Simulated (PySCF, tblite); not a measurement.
Isomers of C8H17P. Method: GFN2-xTB as coded in tblite; computed harmonic values from a numerical Hessian at the method's own geometry, unscaled. Against measured fundamentals such values can be off by several per cent, at times by over 20. One conformer each.

Electronic energies: PBE0/pcSseg-1 single points on the GFN2-xTB geometries (PySCF, gas phase).

| SMILES | electronic energy, lowest = 0 (kJ/mol) |
| --- | --- |
| C=C(C)P(CC)C(C)C | 1.3 |
| CC=[P@@]1(CC)CC[C@@H]1C | 136.1 |
| CC(C)=PCC(C)(C)C | 0.0 |

Problem. How do GFN2-xTB zero-point energies change the relative energies?

Solution. 
```json
{"SMILES": "CC(C)=PCC(C)(C)C", "ZPE (kJ/mol)": "602.1", "of it from modes above 1550 cm⁻¹": "305.4", "electronic (kJ/mol)": "0.0", "with ZPE, lowest = 0 (kJ/mol)": "3.1", "lowest mode (cm⁻¹)": "34", "rings": "0"}
{"SMILES": "C=C(C)P(CC)C(C)C", "ZPE (kJ/mol)": "597.7", "of it from modes above 1550 cm⁻¹": "316.2", "electronic (kJ/mol)": "1.3", "with ZPE, lowest = 0 (kJ/mol)": "0.0", "lowest mode (cm⁻¹)": "11i", "rings": "0"}
{"SMILES": "CC=[P@@]1(CC)CC[C@@H]1C", "ZPE (kJ/mol)": "597.4", "of it from modes above 1550 cm⁻¹": "303.7", "electronic (kJ/mol)": "136.1", "with ZPE, lowest = 0 (kJ/mol)": "134.5", "lowest mode (cm⁻¹)": "84", "rings": "1"}
```

The zero-point energies span 4.7 kJ/mol, from `CC=[P@@]1(CC)CC[C@@H]1C` to `CC(C)=PCC(C)(C)C`. Slightly imaginary modes are left out of the zero-point energy: `C=C(C)P(CC)C(C)C` 11.1i cm⁻¹. With it `C=C(C)P(CC)C(C)C` becomes the lowest.

Problem. And how do the electronic energies of GFN2-xTB itself compare?

Solution. `CC(C)=PCC(C)(C)C` 0.0; `C=C(C)P(CC)C(C)C` 35.5; `CC=[P@@]1(CC)CC[C@@H]1C` 127.9 kJ/mol, lowest = 0. Against the energies above, taken from the same isomer `CC(C)=PCC(C)(C)C`, the largest difference is 34.2 kJ/mol.
